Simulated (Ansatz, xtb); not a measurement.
# Isomers of H7NP2Si in order of energy

8 gas-phase structures of H7NP2Si, found in a search over its isomers (lower ones may exist). Each was relaxed with GFN2-xTB; where two conformers were screened, the lower at r2SCAN-D4/def2-SVP is listed:

A. `N[SiH2]PP`, a singlet
B. `PN[SiH2]P`, a singlet
C. `[SiH3]NPP`, a singlet
D. `[SiH3]PNP`, a singlet
E. `[SiH3][N-][PH2+]P`, a singlet
F. `NPP[SiH3]`, a singlet
G. `[SiH3]N[PH2+][PH-]`, a singlet
H. `[SiH3]N(P)P`, a singlet

Question: Which do you expect lowest at r2SCAN-D4/def2-SVP, and how would the others follow?

Answer: Calculated order at r2SCAN-D4/def2-SVP: A (0.000), B (0.298), C (0.478), F (0.658), H (0.862), G (1.114), D (1.257), E (1.368) eV.

Energies above the lowest of each column, in eV; the last columns are at PBE-D3(BJ)/def2-SVP geometries and were run for some of them only (a dash: not run or not comparable):

```csv
structure,GFN2-xTB,HF/STO-3G,r2SCAN-D4/def2-SVP,PBE-D3(BJ)/def2-SVP,CCSD(T)/def2-SVP + ΔMP2/def2-TZVPP
A,0.533,0.000,0.000,0.000,0.000
B,0.533,0.004,0.298,0.325,0.236
C,0.000,0.175,0.478,0.471,–
F,0.650,0.431,0.658,–,–
H,0.299,0.360,0.862,–,–
G,0.858,3.209,1.114,–,–
D,0.840,0.614,1.257,–,–
E,0.771,4.014,1.368,–,–
```

CCSD(T)/def2-SVP + ΔMP2/def2-TZVPP puts A lowest of those it was run on; GFN2-xTB picks C. Some further structures that were screened fall inside this span and aren't listed. Flexible structures stand in one conformer each, not always the lowest. Frequencies (PBE-D3(BJ)/def2-SVP) were run for A, B alone. ΔMP2 is the change of the MP2 energy from the smaller to the larger basis.

Over these structures GFN2-xTB departs from r2SCAN-D4/def2-SVP by 0.336 eV on average once a common shift is removed. A GFN2-xTB relaxation took about 0.15 s and the r2SCAN-D4/def2-SVP energy about 2.1 s on a shared host (Ansatz 0.2.0, xtb 6.7.1).
